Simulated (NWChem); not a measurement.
Species: ammonium (NH4 cation); SMILES [NH4+]

Results from NWChem. Coordinates come from a PBE0-D3(BJ)/def2-TZVP optimisation. Static field.

### Question
What does the run give for PBE/Sadlej pVTZ? Quantities: isotropic polarisability (bohr³); anisotropy (bohr³).

### Answer
```
Item                              Value
--------------------------------  -----
isotropic polarisability (bohr³)    9.2
anisotropy (bohr³)                  0.0
```
